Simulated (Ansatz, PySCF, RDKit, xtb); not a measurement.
Noncovalent pair: PH3 (SMILES P) (first 4 atoms) with Si2H6 (SMILES [SiH3][SiH3]); geometry from B3LYP-D3(BJ)/def2-TZVP, rigid monomers moved along the line of their centres of mass till H4···Si5 is 3.10 Å.
(charge 0, multiplicity 1):
```json
[
 {"atom": "P", "x (Å)": "-0.3602", "y (Å)": "0.2282", "z (Å)": "-0.0754"},
 {"atom": "H", "x (Å)": "0.7813", "y (Å)": "-0.1793", "z (Å)": "0.6606"},
 {"atom": "H", "x (Å)": "0.3673", "y (Å)": "1.1782", "z (Å)": "-0.8387"},
 {"atom": "H", "x (Å)": "-0.7495", "y (Å)": "1.1836", "z (Å)": "0.8977"},
 {"atom": "Si", "x (Å)": "0.6565", "y (Å)": "0.8478", "z (Å)": "3.6356"},
 {"atom": "Si", "x (Å)": "-0.8288", "y (Å)": "-0.9656", "z (Å)": "3.5737"},
 {"atom": "H", "x (Å)": "0.0027", "y (Å)": "2.0727", "z (Å)": "3.1156"},
 {"atom": "H", "x (Å)": "1.8578", "y (Å)": "0.5650", "z (Å)": "2.8143"},
 {"atom": "H", "x (Å)": "1.0858", "y (Å)": "1.0970", "z (Å)": "5.0338"},
 {"atom": "H", "x (Å)": "-2.0136", "y (Å)": "-0.6810", "z (Å)": "4.4193"},
 {"atom": "H", "x (Å)": "-0.1618", "y (Å)": "-2.1872", "z (Å)": "4.0861"},
 {"atom": "H", "x (Å)": "-1.2894", "y (Å)": "-1.2252", "z (Å)": "2.1886"}
]
```

Monomers are frozen at their geometry in the pair; levels with a basis set take the counterpoise correction. Rows marked so take none. RDKit's UFF carries no charges.

Rows in 6-31G* carry no dispersion term and start afresh at each structure (6-31G* with six Cartesian d functions).

Run with Ansatz (Gaussian basis) for Hartree–Fock, density functionals and correlated methods; PySCF for 6-31G* rows; RDKit for the force fields; xtb for the GFN methods. Each number belongs to the level named beside it.

Problem. One of these levels gives 2.75 kcal/mol for the interaction energy. Name it.
(A) GFN2-xTB
(B) UFF
(C) HF/6-31G* (no counterpoise)
(D) B3LYP/def2-TZVPPD

Solution. D, B3LYP/def2-TZVPPD. The others give -0.69 (UFF), -1.25 (GFN2-xTB), 4.00 (HF/6-31G* (no counterpoise))

Ansatz is a program for electronic structure.
